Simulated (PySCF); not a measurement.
# Stretching PbBr

Set-up: PySCF, scalar-relativistic core potentials, basis sets Pb cc-pVTZ-PP with ECP60, Br cc-pVTZ-PP with ECP10. Energies in eV from Pb + Br in their ground configurations at the same level. State: ²Π (doublet), unpaired electrons π ↑.

| R (Å) | PBE0 |
| --- | --- |
| 2.247 | -2.367 |
| 2.352 | -2.951 |
| 2.456 | -3.264 |
| 2.535 | -3.372 |
| 2.613 | -3.402 |
| 2.691 | -3.373 |
| 2.796 | -3.270 |
| 2.927 | -3.074 |
| 3.083 | -2.788 |
| 3.292 | -2.377 |

**Question.** Put a parabola through the three lowest points of the PBE0 curve and estimate Re, k and ωe (reduced mass 57.21 u; 1 eV/Å² = 0.16022 mdyn/Å; ωe = 1302.8·√(k/μ) cm⁻¹).

**Answer.** Through R = 2.535, 2.613, 2.691 Å the second-order coefficient is 4.85 eV/Å², so Re ≈ 2.614 Å, k ≈ 1.55 mdyn/Å and ωe ≈ 215 cm⁻¹. A polynomial fit of higher order to the unrounded PBE0 energies gives Re = 2.610 Å, k = 1.53 mdyn/Å, ωe = 213 cm⁻¹; anharmonicity and rounding make the difference.

The higher-order fit for each curve: PBE0: Re = 2.610 Å, ωe = 213 cm⁻¹, De = 3.40 eV.

These are scalar-relativistic numbers at best; spin–orbit coupling would shift them, the dissociation energy most. The state was picked by a PBE0 search and need not be the measured ground state.
